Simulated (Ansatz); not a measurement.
Input file for Ansatz (a first-principles code): R-B2PLYP/def2-TZVPP on diethyl sulfide (SMILES CCSCC).

Ansatz 0.2 input:
```yaml
crystal:
  periodic: [false, false, false]
  atoms:
    - {symbol: C, position_ang: [-1.98157326, -0.14309875, 0.29729737]}
    - {symbol: C, position_ang: [-1.07931705, 1.02949991, -0.05907199]}
    - {symbol: S, position_ang: [0.10159828, 0.70412660, -1.40819006]}
    - {symbol: C, position_ang: [1.13919910, -0.61437275, -0.69720847]}
    - {symbol: C, position_ang: [1.93079922, -0.20889466, 0.53770395]}
    - {symbol: H, position_ang: [-2.70382088, 0.15149764, 1.06296535]}
    - {symbol: H, position_ang: [-1.40906741, -0.98290858, 0.69357996]}
    - {symbol: H, position_ang: [-2.52910187, -0.49214140, -0.57880320]}
    - {symbol: H, position_ang: [-1.66954456, 1.86865619, -0.43096560]}
    - {symbol: H, position_ang: [-0.53697920, 1.38882020, 0.81670257]}
    - {symbol: H, position_ang: [0.52208599, -1.49176300, -0.49824675]}
    - {symbol: H, position_ang: [1.81209522, -0.88050419, -1.51406156]}
    - {symbol: H, position_ang: [1.27271341, 0.03770621, 1.37208502]}
    - {symbol: H, position_ang: [2.55367409, 0.66203086, 0.33110511]}
    - {symbol: H, position_ang: [2.57723894, -1.02865430, 0.86140698]}
basis:
  gaussian:
    orbitals: def2-TZVPP
hamiltonian:
  xc: {name: B2PLYP}
magnetization: {spin_polarized: false}
correlation: {electrons: outside_noble_gas}
scf: {lower_state_search: off}
```

Output:

```
WARN ansatz: RAYON_NUM_THREADS=6 ignored (pool sized by the plan → 6); use --threads N
Functional definition: B2PLYP
these checks for a lower state are left out or cut short: stability, starts, cluster_reference, orbital_swaps, neighbouring_geometries, increment
integrals: 1.07 GiB planned
1757 factors; integrals over basis functions are off by at most 9.0e-4 eV
mean field: 1.91 GiB planned
mean field evaluation 1: about -15126.0359 eV, gradient 5.5e1 eV
mean field evaluation 2: about -15126.1783 eV, gradient 5.5e1 eV
mean field evaluation 4: about -15133.1564 eV, gradient 5.0e0 eV
mean field evaluation 8: about -15133.2167 eV, gradient 3.5e-1 eV
mean field evaluation 16: about -15133.2170 eV, gradient 9.2e-5 eV
mean field -15133.21701703 eV, -556.1354677128 hartree, gradient 6.2e-6 eV, S^2 0.000000; 0 other end points of the search recorded, 0 dependent functions left out
9 core orbitals not correlated
reference -15133.21721065 eV, -556.1354748284 hartree; 16, 16 occupied and 281, 281 virtual orbitals, 1757 factors
second order -29.34029287 eV of doubles, -0.00000000 eV of singles
Total energy: -15141.13908973 eV, -556.4265985147 hartree
Checks for a lower state left out: stability, starts, cluster_reference, orbital_swaps, neighbouring_geometries, increment
```

The calculation finished and met its thresholds.

Cost: around 18 core-seconds (rough).
